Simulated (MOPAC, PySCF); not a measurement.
C₃H₉In, SMILES `[CH3][In]([CH3])[CH3]`, neutral singlet in the gas phase. 

Cartesian coordinates (Å):
SMILES: [CH3][In]([CH3])[CH3]
```xyz
13

C     -1.0011    -1.9337     0.1028
In    -0.0167    -0.0104     0.0040
C      2.1452     0.0991     0.0178
C     -1.1589     1.8234    -0.1177
H     -0.5996    -2.5246     0.9291
H     -2.0793    -1.8324     0.2312
H     -0.8130    -2.4908    -0.8189
H      2.4849     0.7638     0.8155
H      2.6003    -0.8817     0.1594
H      2.5021     0.5153    -0.9278
H     -0.8444     2.4082    -0.9852
H     -0.9768     2.4337     0.7706
H     -2.2294     1.6300    -0.1930
```
Charge 0, spin multiplicity 1.

All levels are single points at this geometry (PBE0-D4/def2-TZVP); Pople sets use spherical d functions. Orbital energies aren't observables, and empty levels follow the basis.

AM1 in MOPAC gives HOMO (eV) = -9.73.

Q: Estimate the HOMO (eV) from each of these levels: PBE-D3(BJ)/def2-TZVP in PySCF; PBE0-D4/def2-TZVP in PySCF; B3LYP/6-311+G** (LANL2DZ on In) in PySCF; B3LYP/6-31G* (LANL2DZ on In) in PySCF; B3LYP/LANL2DZ in PySCF; BP86/6-31G* (LANL2DZ on In) in PySCF; M06-2X/6-31G* (LANL2DZ on In) in PySCF; PBE/6-31G* (LANL2DZ on In) in PySCF; SVWN5/6-31G* (LANL2DZ on In) in PySCF; HF/6-31G* (LANL2DZ on In) in PySCF; PM6 in MOPAC; PM7 in MOPAC.

A: 
```
level                                     HOMO (eV)
----------------------------------------  ---------
PBE-D3(BJ)/def2-TZVP in PySCF                 -5.85
PBE0-D4/def2-TZVP in PySCF                    -6.99
B3LYP/6-311+G** (LANL2DZ on In) in PySCF      -6.87
B3LYP/6-31G* (LANL2DZ on In) in PySCF         -6.58
B3LYP/LANL2DZ in PySCF                        -6.66
BP86/6-31G* (LANL2DZ on In) in PySCF          -5.70
M06-2X/6-31G* (LANL2DZ on In) in PySCF        -7.94
PBE/6-31G* (LANL2DZ on In) in PySCF           -5.59
SVWN5/6-31G* (LANL2DZ on In) in PySCF         -5.64
HF/6-31G* (LANL2DZ on In) in PySCF            -9.65
PM6 in MOPAC                                 -10.67
PM7 in MOPAC                                 -10.37
```
